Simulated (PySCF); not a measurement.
## Exercise with solution: oscillator strength and radiative lifetime

Cd(SiH3)(OSiH3) (CdH₆OSi₂), SMILES [O]([SiH3])[Cd][SiH3].

Geometry: B3LYP-D3(BJ)/def2-SVP. The structure was generated by enumeration; whether it is a known compound was not checked. The def2 effective core potentials stand for the cores of Cd; spin–orbit coupling is left out. One conformer was computed; it need not be the lowest.

TDA-PBE/def2-SVPD (PySCF) puts the first singlet state with f over 0.02 at 5.06 eV (vertical), with the transition dipole (0.412, -0.287, -0.614) in atomic units.

Task: Find the oscillator strength, the wavelength and the radiative lifetime that this transition would have in vacuum if emission retraced absorption.

Result: 
|μ|² = 0.6291 au, so |μ| = 2.02 D. ΔE = 5.06/27.211 = 0.1860 hartree. f = (2/3) ΔE |μ|² = 0.078 (the program prints 0.078).
λ = 1239.84/5.06 = 245 nm; ν = 40812 cm⁻¹.
Einstein's coefficient A = 0.6670 ν² f s⁻¹ (ν in cm⁻¹) = 8.7e7 s⁻¹, so τ = 1/A = 12 ns. This state is S6; the lower singlets have f = 0.003, 0.001, 0.009, 0.020, 0.002. The figure is the radiative limit of this one transition; relaxation, internal conversion, crossing to triplets and a medium change what is measured.
